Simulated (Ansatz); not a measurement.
Born–Oppenheimer molecular dynamics of AlCl$_{3}$H$_{2}$ (6 atoms, charge 0, multiplicity 1). It starts at the highest image of a converged band, a first-order saddle point between two minima.

Theory: RKS PBE0-D4/def2-SVP in Ansatz.

```
ensemble                      : NVE (velocity Verlet)
time step                     : 0.5 fs
steps asked                   : 200
starting velocities drawn for : 100 K
seed                          : 6445
```

First frame:

```xyz
6
Properties=species:S:1:pos:R:3
Al 0.021 -0.464 -0.122
Cl 0.015 0.069 2.238
Cl 1.829 0.195 -0.942
Cl -1.815 0.122 -0.935
H 0.053 -1.951 0.572
H 0.041 -1.237 1.684
```

(1) How far do the bonds stretch over the last three quarters of this one trajectory? (Pairs bonded in most of those frames.)

Results:

(1) 
```tsv
bond	mean (Å)	spread (Å)	shortest	longest
Al1–Cl2	2.232	0.209	1.91	2.46
Al1–Cl3	2.086	0.039	1.98	2.13
Al1–Cl4	2.093	0.038	1.98	2.12
H5–H6	0.924	0.202	0.72	1.32
```

Pairs bonded in part of these frames only: Al1–H5 43 %, Al1–H6 19 %, Cl2–H6 33 %, H5–H6 64 %.

Mean temperature of the second half: 1649 K. The conserved energy stayed within 0.18 meV per atom of its start (net change -0.1 meV per atom), so the integration is sound. The kinetic energy rose, since the run started high on the potential surface and went downhill. It ends in pieces (AlCl3 + H2), so much of that is their flight and rotation, not heat. A run of 0.1 ps of so small a system gives no equilibrium averages. The orbitals stay closed-shell, which can raise the energy where a bond breaks towards radicals; this wasn't checked here.

Time of the run: 9.3 min on 1 thread of Arm Neoverse V2, with other jobs on the host, peak memory 0.17 GiB.
